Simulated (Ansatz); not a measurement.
```yaml
crystal:
  periodic: [false, false, false]
  atoms:
    - {symbol: As, position_ang: [0.565414, -1.383927, 0.327042]}
    - {symbol: In, position_ang: [0.156556, 1.044909, -0.034010]}
    - {symbol: H, position_ang: [-0.842339, -1.629035, 1.095665]}
    - {symbol: H, position_ang: [-0.065451, -1.815140, -0.991550]}
    - {symbol: H, position_ang: [0.561713, 1.692661, -1.599533]}
    - {symbol: H, position_ang: [-0.371205, 2.058208, 1.254787]}
basis:
  gaussian: {orbitals: LANL2DZ}
hamiltonian: {xc: {name: PBE-QIDH}}
```

```sh
$ ansatz run in.yaml --threads 2 --pin off --events-out ev --progress --plain --max-ram 4352MiB
```

(1) How does Ansatz answer? (Estimate.)

Answers

(1) The calculation gave: The input was rejected before any iteration.
```
Error: <dir> can't be read: No such file or directory (os error 2)
```
